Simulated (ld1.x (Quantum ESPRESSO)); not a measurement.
**Logarithmic derivatives: O, TM**

O, norm-conserving Troullier–Martins (Kleinman–Bylander form), made with ld1.x (Quantum ESPRESSO) 7.5 (LDA (PZ), non-relativistic). Core [He], reference 2s2 2p4. Waves: 2p (bound): rc 1.70 bohr; 3d channel at 0.4 Ry: rc 1.85 bohr; 2s (bound): rc 0.75 bohr. Local part: the s channel. Core correction: a·sin(br)/r model core inside 0.70 bohr.

The phase is arctan(r·u′/u) with u = r·R(r), unwrapped; energies in Ry, scanned from -4 to 5 Ry. A pole is an energy at which the radial function vanishes at the test radius. The pseudo phase is shifted by a multiple of π to meet the all-electron one at the reference energy, and phase errors are pseudo minus all-electron; the curves can meet again beyond the range given. Levels narrower than the energy grid can be missing from the lists of poles.

| channel | radius (bohr) | reference energy (Ry) | poles, all-electron | poles, pseudo | unbroken range about the reference energy with phases within 0.05 rad | phase error 1 Ry above the reference energy (rad) |
| --- | --- | --- | --- | --- | --- | --- |
| s | 1.99 | -1.74 | -1.24 | -1.24 | the whole range | -0.000 |
| p | 1.99 | -0.68 | -0.11 | -0.11 | below 2.2 | +0.004 |
| d | 1.99 | 0.40 | none | none | the whole range | +0.000 |

Phases in the s channel:

```csv
E (Ry),all-electron,pseudo
-4.00,1.263,1.263
-3.52,1.220,1.220
-3.04,1.146,1.146
-2.56,0.968,0.968
-2.08,0.090,0.090
-1.60,-1.340,-1.340
-1.12,-1.611,-1.612
-0.64,-1.719,-1.719
-0.16,-1.792,-1.792
0.32,-1.858,-1.858
0.80,-1.932,-1.934
1.28,-2.031,-2.033
1.76,-2.180,-2.185
2.24,-2.439,-2.449
2.72,-2.912,-2.934
3.20,-3.549,-3.576
3.68,-4.009,-4.027
4.16,-4.257,-4.269
4.64,-4.398,-4.407
```
